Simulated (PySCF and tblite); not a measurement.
Values are calculated unless marked as measured or tabulated.
C₅H₆O₃, numbered as in [CH3:1][C:2](=[O:3])[O:4]/[CH:5]=[CH:6]/[CH:7]=[O:8].

Search: ETKDG and KDG, MMFF94s, GFN2-xTB, 150 starts; geometries at GFN2-xTB. Energies: CAM-B3LYP-D3(BJ)/pcSseg-1 (IEF-PCM, methanol), with GFN2-xTB thermal terms (modes under about 100 cm⁻¹ blended into free rotors). Symmetry numbers and mirror images are counted. Conformers within 2.5 kcal/mol (GFN2-xTB free energy) were kept, 6 at most. Couplings: B3LYP/6-31G* with pcJ-1 on H (gas phase; spin-dipole term only for pairs with B, N, F, Si or P). Couplings are for ¹H. H–H couplings come out 0.1 to 0.9 Hz lower than with pcJ-1 on all atoms. Run with PySCF (density fitting) and tblite.

Torsions listed: O3–C2–O4–C5, C2–O4–C5–C6, C5–C6–C7–O8.

| conformer | shape | weight % |
| --- | --- | --- |
| 1 | 0°, 180°, 180° | 89.1 |
| 2 | 0°, 180°, 0° | 10.2 |
| 3 | -1°, 0°, 180° | 0.6 |
| 4 | 0°, 0°, 0° | 0.1 |

Q: Give the couplings in each conformer and the averages at 298.15 K (pairs that fast motion interchanges averaged).

A: 
| coupling | pairs | 1 | 2 | 3 | 4 | average (Hz) |
| --- | --- | --- | --- | --- | --- | --- |
| ²J(H1,H1) | 3 | -15.9 | -15.9 | -15.8 | -15.8 | -15.9 |
| ³J(H5,H6) | 1 | 12.9 | 12.3 | 14.0 | 13.5 | 12.9 |
| ³J(H6,H7) | 1 | 7.0 | 2.0 | 7.1 | 2.3 | 6.5 |


Conformer gaps in pcSseg-1 on xTB geometries can be 2 kcal/mol off for S=O, P=O and other polar bonds.